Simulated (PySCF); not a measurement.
Coordinates in bohr (charge 0 multiplicity 3):
```
Ti    0.0000    0.0000   -0.0648
H     2.9056    0.0000    1.5421
H    -2.9056    0.0000    1.5421
```

Level of theory: UB3LYP in PySCF with Ti def2-TZVP, H def2-TZVP; no relativity; density-fitted integrals.

This geometry of TiH₂ is a stationary point at this level.

(1) What is the point group?

(2) Is it a minimum?

(3) Which band is strongest in the infrared?

(4) What are the dipole moment and the gap between the highest occupied and lowest empty levels of either spin?

(5) Give the atomic charges and bond orders.

Results:

(1) C2v.

(2) Yes: all harmonic wavenumbers are real.

(3) 1591 cm⁻¹ (b2), 600 km/mol.

(4) 3.22 D and 3.21 eV.

(5) 
| atom | Mulliken | Löwdin | polar tensor | spin (Mulliken) | Mayer order to Ti1 |
| --- | --- | --- | --- | --- | --- |
| Ti1 | 0.48 | 0.38 | 0.90 | 2.15 | – |
| H2,3 | -0.24 | -0.19 | -0.45 | -0.07 | 0.93 |

Only a few start shapes were tried, so a lower isomer may exist. Other spin states or occupations of the open shell can lie lower.
